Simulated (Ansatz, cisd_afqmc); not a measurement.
System: BH4S, charge 1, singlet. BH4S+ (SMILES B[SH2+]).
B3LYP-D3(BJ)/def2-TZVP minimum from Ansatz (a program for electronic structure):
```xyz
6

B     -0.8293    -1.0663     0.0542
H     -0.2867    -2.1003     0.1993
H     -1.9732    -0.7995    -0.0163
S      0.3292     0.4381     0.0680
H     -0.2323     1.2290    -0.8738
H      1.3714    -0.0079    -0.6687
```
Charge +1, spin multiplicity 1.

Total energies in cc-pV(D+d)Z, 12 correlated electrons, 6 frozen orbitals. UHF or UKS for unpaired electrons; spin-orbit terms are left out. Cores are frozen in correlated methods. No relativity. The Monte Carlo rows (phaseless AFQMC, CISD trial, step 0.005/hartree) carry one-sigma bars that omit the constraint's bias. Outlying blocks are dropped, and bars are widened where a walk drifts. Over all cases where full CI ran beside it in this data, AFQMC minus full CI had a median of +0.1 mEh and passed +0.4 mEh in a tenth of the cases.

| method | program | energy (Eh) | minus CCSDTQ (mEh) |
|---|---|---|---|
| HF | Ansatz | -424.25908 | 265.74 |
| MP2 | Ansatz | -424.47736 | 47.46 |
| CCSD | Ansatz | -424.51707 | 7.75 |
| CCSD(T) | Ansatz | -424.52356 | 1.26 |
| CCSDT(Q) | Ansatz | -424.52480 | 0.02 |
| CCSDTQ | Ansatz | -424.52482 | 0.00 |
| AFQMC/CISD | cisd_afqmc | -424.5241 ± 0.0004 | 0.7 ± 0.4 |

Rough core times of Ansatz's runs on a shared machine: CCSD(T) under 20 s, CCSDT(Q) 50 s, CCSDTQ 30 min.
